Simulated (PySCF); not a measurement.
**Nb⁺: ionisation energy**

Nb⁺ [Kr] 4d4 (5D) → Nb²⁺ [Kr] 4d3 (4F), as a difference of total energies. Calculation: PySCF 2.14, in aug-cc-pVDZ-PP with ECP28MDF (5s5p4d2f, 54 functions); a scalar-relativistic core potential. Correlated levels: valence: 4s2 4p6 frozen. The calculations carry no spin-orbit coupling.

```
           method  ionisation energy (eV)  difference from reference (eV)
              UHF                  13.093                          -1.227
             PBE0                  14.338                          +0.018
    MP2 (valence)                  13.541                          -0.779
SCS-MP2 (valence)                  13.243                          -1.077
```

Reference: 14.32 eV (semi-empirical (NIST evaluation); NIST Atomic Spectra Database, ionization energies).

The reference lies between the lowest fine-structure levels, while these numbers refer to the centres of the terms.

Errors of the correlated levels include the incompleteness of this basis and the frozen core.
